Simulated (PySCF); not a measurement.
Atomic charges against the basis set

CH4F3PSi.
Geometry (PBE0-D3(BJ)/def2-SVP, Å), atoms numbered from 1 in this order:
```xyz
10
CH4F3PSi angstrom
F     -1.3676   -1.2104    1.0105
C     -1.4385   -0.3174    0.0090
F     -2.5088    0.4547    0.2418
F     -1.6786   -1.0039   -1.1152
Si     0.1895    0.7234   -0.1188
P      1.8543   -0.7455   -0.5291
H      0.3095    1.4866    1.1563
H      0.0248    1.6555   -1.2690
H      1.7993   -1.2732    0.7980
H      2.8679    0.2090   -0.2044
```

PBE0 throughout (PySCF), one geometry, spherical d and f functions. One conformer (not necessarily the lowest) at the PBE0-D3(BJ)/def2-SVP geometry, without solvent, vibrations or thermal averaging. Atoms taken as equivalent share a column and are averaged.

Mulliken charges (e):

```
        basis  functions  F1/F3/F4      C2     Si5      P6   H7/H8  H9/H10
       STO-3G         42    -0.122  +0.172  +0.404  +0.157  -0.106  -0.077
        6-31G         70    -0.273  +0.518  +0.504  -0.099  -0.062  +0.011
     pcSseg-0         70    -0.325  +0.507  +0.538  -0.331  +0.015  +0.116
       6-31G*        100    -0.294  +0.720  +0.315  -0.184  -0.035  +0.052
      cc-pVDZ        112    -0.173  +0.368  +0.200  -0.115  -0.016  +0.049
     def2-SVP        112    -0.194  +0.363  +0.316  -0.108  -0.029  +0.034
  aug-cc-pVDZ        182    -0.454  +1.182  -0.247  -0.992  +0.266  +0.444
6-311+G(2d,p)        202    -0.270  +0.485  +0.403  -0.218  -0.020  +0.090
    def2-TZVP        222    -0.163  +0.370  +0.123  -0.226  +0.010  +0.101
      cc-pVTZ        244    -0.162  +0.344  +0.178  -0.129  -0.006  +0.052
     IGLO-III        268    -0.192  +0.338  +0.609  -0.034  -0.139  -0.030
```

IAO charges (e):

```csv
basis,functions,F1/F3/F4,C2,Si5,P6,H7/H8,H9/H10
STO-3G,42,-0.150,+0.216,+0.495,+0.052,-0.109,-0.048
6-31G,70,-0.258,+0.512,+0.418,-0.096,-0.053,+0.024
pcSseg-0,70,-0.254,+0.507,+0.392,-0.121,-0.046,+0.037
6-31G*,100,-0.278,+0.569,+0.523,-0.074,-0.094,+0.002
cc-pVDZ,112,-0.276,+0.567,+0.517,-0.085,-0.093,+0.009
def2-SVP,112,-0.277,+0.564,+0.528,-0.078,-0.097,+0.006
aug-cc-pVDZ,182,-0.284,+0.577,+0.524,-0.091,-0.091,+0.012
"6-311+G(2d,p)",202,-0.285,+0.569,+0.548,-0.078,-0.098,+0.006
def2-TZVP,222,-0.286,+0.577,+0.554,-0.080,-0.101,+0.005
cc-pVTZ,244,-0.285,+0.579,+0.543,-0.087,-0.098,+0.008
IGLO-III,268,-0.286,+0.572,+0.553,-0.078,-0.100,+0.005
```

Hirshfeld charges (e):

```json
{"basis": "STO-3G", "functions": "42", "F1/F3/F4": "-0.093", "C2": "+0.164", "Si5": "+0.272", "P6": "+0.085", "H7/H8": "-0.077", "H9/H10": "-0.043"}
{"basis": "6-31G", "functions": "70", "F1/F3/F4": "-0.099", "C2": "+0.171", "Si5": "+0.233", "P6": "-0.002", "H7/H8": "-0.054", "H9/H10": "+0.002"}
{"basis": "pcSseg-0", "functions": "70", "F1/F3/F4": "-0.103", "C2": "+0.167", "Si5": "+0.261", "P6": "+0.004", "H7/H8": "-0.059", "H9/H10": "-0.003"}
{"basis": "6-31G*", "functions": "100", "F1/F3/F4": "-0.091", "C2": "+0.161", "Si5": "+0.238", "P6": "-0.011", "H7/H8": "-0.061", "H9/H10": "+0.003"}
{"basis": "cc-pVDZ", "functions": "112", "F1/F3/F4": "-0.091", "C2": "+0.153", "Si5": "+0.251", "P6": "+0.006", "H7/H8": "-0.066", "H9/H10": "-0.003"}
{"basis": "def2-SVP", "functions": "112", "F1/F3/F4": "-0.096", "C2": "+0.162", "Si5": "+0.259", "P6": "+0.011", "H7/H8": "-0.067", "H9/H10": "-0.004"}
{"basis": "aug-cc-pVDZ", "functions": "182", "F1/F3/F4": "-0.099", "C2": "+0.158", "Si5": "+0.263", "P6": "+0.007", "H7/H8": "-0.062", "H9/H10": "-0.003"}
{"basis": "6-311+G(2d,p)", "functions": "202", "F1/F3/F4": "-0.101", "C2": "+0.160", "Si5": "+0.264", "P6": "+0.012", "H7/H8": "-0.062", "H9/H10": "-0.004"}
{"basis": "def2-TZVP", "functions": "222", "F1/F3/F4": "-0.098", "C2": "+0.158", "Si5": "+0.259", "P6": "+0.006", "H7/H8": "-0.063", "H9/H10": "-0.002"}
{"basis": "cc-pVTZ", "functions": "244", "F1/F3/F4": "-0.096", "C2": "+0.159", "Si5": "+0.256", "P6": "+0.005", "H7/H8": "-0.063", "H9/H10": "-0.003"}
{"basis": "IGLO-III", "functions": "268", "F1/F3/F4": "-0.102", "C2": "+0.159", "Si5": "+0.262", "P6": "+0.016", "H7/H8": "-0.062", "H9/H10": "-0.003"}
```

ESP-fitted charges (e):

```csv
basis,functions,F1/F3/F4,C2,Si5,P6,H7/H8,H9/H10
STO-3G,42,-0.136,+0.353,+0.198,-0.205,-0.048,+0.078
6-31G,70,-0.224,+0.628,+0.106,-0.370,-0.006,+0.159
pcSseg-0,70,-0.235,+0.658,+0.153,-0.443,-0.015,+0.183
6-31G*,100,-0.132,+0.314,+0.195,-0.282,-0.032,+0.117
cc-pVDZ,112,-0.160,+0.405,+0.162,-0.237,-0.029,+0.103
def2-SVP,112,-0.169,+0.428,+0.172,-0.258,-0.030,+0.111
aug-cc-pVDZ,182,-0.167,+0.406,+0.176,-0.207,-0.029,+0.092
"6-311+G(2d,p)",202,-0.170,+0.408,+0.190,-0.210,-0.032,+0.094
def2-TZVP,222,-0.164,+0.393,+0.190,-0.207,-0.035,+0.092
cc-pVTZ,244,-0.154,+0.369,+0.184,-0.209,-0.033,+0.092
IGLO-III,268,-0.156,+0.365,+0.172,-0.187,-0.028,+0.087
```

Some averages cover members that differ in this geometry, most widely: H9/H10, Mulliken in aug-cc-pVDZ +0.404 to +0.483; H7/H8, ESP-fitted in 6-31G -0.032 to +0.020; H7/H8, ESP-fitted in pcSseg-0 -0.040 to +0.010; H7/H8, ESP-fitted in 6-31G* -0.055 to -0.008 e.

Q: Which scheme is steadiest as the basis changes?

A: Largest range over the bases for any column: Hirshfeld 0.10 e, ESP-fitted 0.34 e, IAO 0.36 e, Mulliken 1.15 e. Hirshfeld charges move least and Mulliken charges most, counted in e. Without the minimal STO-3G basis the ranges are Hirshfeld 0.03, ESP-fitted 0.34, IAO 0.16, Mulliken 0.96 e.

Q: How much do the charges still move between the two largest bases, cc-pVTZ and IGLO-III?

A: At most, over all atoms: Mulliken 0.431 e, IAO 0.011 e, Hirshfeld 0.011 e, ESP-fitted 0.022 e.

Q: What do the same runs give for the total energy, the frontier levels and the dipole moment?

A: 
```csv
basis,energy (Eh),HOMO (eV),LUMO (eV),μ (D)
STO-3G,-958.3272,-4.60,5.34,1.65
6-31G,-970.1076,-7.94,-0.12,2.89
pcSseg-0,-968.7491,-8.11,-0.25,3.10
6-31G*,-970.2581,-7.95,0.03,2.17
cc-pVDZ,-970.3216,-7.98,0.12,2.23
def2-SVP,-969.8487,-8.04,0.10,2.36
aug-cc-pVDZ,-970.3546,-8.09,-0.42,2.41
"6-311+G(2d,p)",-970.4398,-8.12,-0.40,2.49
def2-TZVP,-970.4786,-8.09,-0.22,2.36
cc-pVTZ,-970.4645,-8.06,-0.13,2.27
IGLO-III,-970.4815,-8.08,-0.12,2.40
```

The dipole is fixed by the density alone, so its range of 1.45 D shows that the density itself changes with the basis, not only its division among atoms.
